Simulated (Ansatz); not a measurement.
Cartesian coordinates (Å):
```xyz
18

F      4.0364    -0.8799     0.6201
C      2.7218    -0.8794     0.4281
C      1.9150     0.2151     0.2722
C      0.5370    -0.1666     0.0842
C     -0.6025     0.6657    -0.1112
Si    -0.4479     2.5445    -0.1541
C     -1.8544     0.0446    -0.2723
C     -2.0011    -1.3588    -0.2449
C     -0.8909    -2.1888    -0.0538
C      0.3662    -1.5866     0.1088
S      1.8894    -2.4282     0.3605
H      2.2979     1.2436     0.2922
H      0.1211     3.0721     1.1374
H     -1.8120     3.1368    -0.3740
H      0.4716     2.9884    -1.2620
H     -2.7499     0.6673    -0.4249
H     -2.9976    -1.8067    -0.3747
H     -1.0001    -3.2831    -0.0316
```
Charge 0, multiplicity 1.

The numbers are results of frozen-core CCSD(T)/cc-pVDZ // PBE-D3(BJ)/def2-SVP (Ansatz, an electronic-structure program), not measurements. The restricted HF reference is unstable towards unrestricted orbitals.

| Quantity | Value |
|---|---|
| HF energy | -1092.92423 Ha |
| MP2 correlation energy | -1.45891 Ha |

Problem. Estimate the CCSD correlation energy, the (T) correction, the total energy and the T1 diagnostic.

Solution. 
| Property | Result |
|---|---|
| CCSD correlation energy | -1.51626 Ha |
| (T) correction | -0.06675 Ha |
| CCSD(T) total energy | -1094.50724 Ha |
| T1 diagnostic | 0.013 |
